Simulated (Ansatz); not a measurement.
**Strength of the C–H bond: GeH2(CH3)2 → GeH2(CH2)(CH3) + H**

Species: GeH2(CH3)2, singlet; GeH2(CH2)(CH3), doublet; H atom, doublet. 

Shapes, held fixed at every level: PBE0-D4/def2-TZVP. Flexible molecules stand in one conformer, not always the lowest. Programs: Ansatz 0.2.0. The zero-point and thermal change to 298 K, harmonic and unscaled (PBE0-D4/def2-TZVP), is -29.9 kJ/mol.

```json
{"level": "HF/def2-TZVPP", "kind": "Hartree–Fock", "ΔH(298 K) (kJ/mol)": "+314.4", "less CCSD(T)/def2-TZVPP": "-109.6", "CPU time (sum over the molecules)": "–"}
{"level": "r2SCAN0-D4/def2-TZVPP", "kind": "global hybrid", "ΔH(298 K) (kJ/mol)": "+408.4", "less CCSD(T)/def2-TZVPP": "-15.6", "CPU time (sum over the molecules)": "42 s"}
{"level": "wB97X-V/def2-TZVPP", "kind": "range-separated hybrid", "ΔH(298 K) (kJ/mol)": "+427.1", "less CCSD(T)/def2-TZVPP": "+3.1", "CPU time (sum over the molecules)": "63 s"}
{"level": "B2PLYP/def2-TZVPP", "kind": "double hybrid", "ΔH(298 K) (kJ/mol)": "+422.0", "less CCSD(T)/def2-TZVPP": "-2.0", "CPU time (sum over the molecules)": "38 s"}
{"level": "CCSD(T)/def2-SVP", "kind": "coupled cluster or CI", "ΔH(298 K) (kJ/mol)": "+413.8", "less CCSD(T)/def2-TZVPP": "-10.2", "CPU time (sum over the molecules)": "57 s"}
{"level": "CCSD/def2-TZVPP", "kind": "coupled cluster or CI", "ΔH(298 K) (kJ/mol)": "+419.6", "less CCSD(T)/def2-TZVPP": "-4.4", "CPU time (sum over the molecules)": "–"}
{"level": "CCSD(T)/def2-TZVPP", "kind": "coupled cluster or CI", "ΔH(298 K) (kJ/mol)": "+424.0", "less CCSD(T)/def2-TZVPP": "0.0", "CPU time (sum over the molecules)": "16 min"}
```

The highest level, CCSD(T)/def2-TZVPP, gives ΔH(298 K) = +424.0 kJ/mol; the levels span +314.4 to +427.1. The column of differences is taken from that level and isn't an error. Hartree–Fock misses the correlation of the pair that is broken and comes out low. No measured value is set beside it here. Open shells run unrestricted unless RO is named. Relativity is left out for Ge unless named. Correlated rows may include outer-core shells of Ge, which these sets cover unevenly. Times are processor times on shared x86 and Arm servers, and rough.
